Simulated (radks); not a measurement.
Neutral ytterbium inside a hard spherical wall (all orbitals vanish at R), configuration held at [Xe] 4f14 6s2 and not refilled when levels cross. All-electron calculation, scalar-relativistic Kohn-Sham, PBEsol, spin-unpolarised, spherical densities, finite nucleus; Fermi nuclear charge, rms radius 5.3108 fm. Program: a radial shooting solver on a logarithmic mesh with Libxc functionals. Eigenvalues in eV, with the zero of energy where the potential of the charges vanishes at infinity; a dash marks a level that is unbound or too diffuse for the functional's potential to be trusted. A positive occupied level is held by the wall or, in an anion where self-interaction has pushed it up, behind a barrier. The pressure on the wall is -dE/dV.

| R (bohr) | E (hartree) | kinetic (hartree) | e(5s) | e(5p) | e(6s) | e(4f) | e(6p, empty) | e(5d, empty) | pressure (GPa) |
|---|---|---|---|---|---|---|---|---|---|
| free | -14053.7750 | 15310.098 | -54.958 | -27.467 | -3.937 | -3.068 | - | - | 0 |
| 15 | -14053.7750 | 15310.098 | -54.956 | -27.465 | -3.936 | -3.067 | -1.070 | -0.675 | 0.000114 |
| 12 | -14053.7748 | 15310.101 | -54.934 | -27.443 | -3.919 | -3.045 | -0.991 | -0.638 | 0.00400 |
| 7 | -14053.7410 | 15310.303 | -53.860 | -26.387 | -2.888 | -1.995 | 1.079 | 0.523 | 1.56 |
| 5 | -14053.5324 | 15311.161 | -51.205 | -23.845 | 1.178 | 0.682 | 7.687 | 3.661 | 23.5 |
| 4 | -14053.0444 | 15312.994 | -47.833 | -20.678 | 8.818 | 4.315 | 18.887 | 8.199 | 128 |
| 3 | -14050.9356 | 15320.956 | -38.914 | -11.763 | 35.311 | 14.796 | 53.484 | 21.401 | 1150 |
